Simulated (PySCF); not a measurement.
# Sn⁺ (tin, charge +1) across methods

[Kr] 4d10 5s1 5p1 6s1, high-spin 4P determinant (an excited configuration). Computed with PySCF 2.14 in aug-cc-pVTZ-PP with ECP28MDF (6s5p4d2f, 55 functions), with scalar relativity through the core potential. The B2PLYP total includes its PT2 part (frozen core); its orbital energies are those of the SCF part.

```
 method  E (hartree)  mean ε 5s α (eV)  mean ε 5p α (eV)  mean ε 6s α (eV)  Σ⟨r²⟩ (bohr²)   ⟨S²⟩
   TPSS    -213.3998           -22.314           -14.158            -6.303          66.73  3.751
 r2SCAN    -213.5630           -22.799           -14.535            -6.306          67.23  3.752
    LDA    -213.1225           -22.787           -14.261            -6.413          66.62  3.751
r2SCANh    -213.5548           -23.298           -14.943            -6.451          67.45  3.752
    UHF   -212.65076           -26.906           -18.086            -7.468          70.57  3.752
    PBE    -213.4820           -22.397           -14.133            -6.359          66.75  3.751
 B2PLYP    -213.2201           -24.885           -16.186            -6.870          68.80  3.751
   PBE0    -213.4986           -23.691           -15.236            -6.722          67.38  3.751
 revPBE    -213.5430           -22.287           -14.092            -6.350          66.69  3.751
```

Energies and moments cover only the electrons outside the core potential. The outer electron is Rydberg-like, and this basis confines it to a smaller radius and binds it less than a complete one would.
